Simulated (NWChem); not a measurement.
GaH$_{2}$Br; SMILES [GaH2][Br]

All runs: NWChem. This build's default masses of Se (78.918 u) and Br (79.917 u) are each other's, which moves their modes by up to 0.6 %. The level has its own optimisation; frequencies are unscaled.

Predict the results for CAM-B3LYP/def2-SVP. Quantities: r Ga–H (Å); r Br–Ga (Å); highest harmonic frequency (cm⁻¹); lowest (cm⁻¹); zero-point energy (kcal/mol).


```json
{
  "r Ga–H (Å)": "1.553",
  "r Br–Ga (Å)": "2.294",
  "highest harmonic frequency (cm⁻¹)": "2064",
  "lowest (cm⁻¹)": "310",
  "zero-point energy (kcal/mol)": "9.0"
}
```
